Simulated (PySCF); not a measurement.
Atom-mapped SMILES (the numbers label the heavy atoms): `[SiH2:1]1[PH:2][SiH2:3][PH:4]1` (H(Xn): hydrogen on atom n).

Geometry: PBE0-D3(BJ)/def2-SVP; GIAO shifts from PySCF, gas phase, non-relativistic, averaged over equivalent atoms.

At PBE0/pcSseg-1 (126 basis functions, 9.2 s wall time on 1 thread of an Arm Neoverse V1, shared host):
| atoms | δ (ppm) |
| --- | --- |
| Si1/Si3 | -41.5 |
| P2/P4 | -204.5 |
| H(Si1)/H(Si3) | 5.02 |
| H(P2)/H(P4) | 1.85 |

Chemical shifts δ = σref − σ; ²⁹Si (σ = 351.99 ppm) and ¹H (σ = 31.27 ppm) vs TMS; ³¹P (σ = 310.13 ppm) vs H3PO4, all at this level.

**Question.** Predict the values at B3LYP/pcSseg-2 on the same geometry.

**Answer.** 
```
        atoms  δ at B3LYP/pcSseg-2  change
      Si1/Si3                -41.4    +0.1
        P2/P4               -186.6   +17.9
H(Si1)/H(Si3)                 5.04   +0.02
  H(P2)/H(P4)                 2.01   +0.16
```

δ = σ(ref) − σ, references computed at the same level: ²⁹Si (σref 324.61), ¹H (σref 31.39) against TMS; ³¹P (σref 283.32) against H3PO4.

The largest change is at P2/P4 (phosphorus bonded to 2 Si, H, in a 4-membered ring). Cost: 256 basis functions, 26 s wall time on 1 thread of an Arm Neoverse V1, shared host.

Experimental scales use liquid or dissolved standards, which lie at an offset from isolated H3PO4.
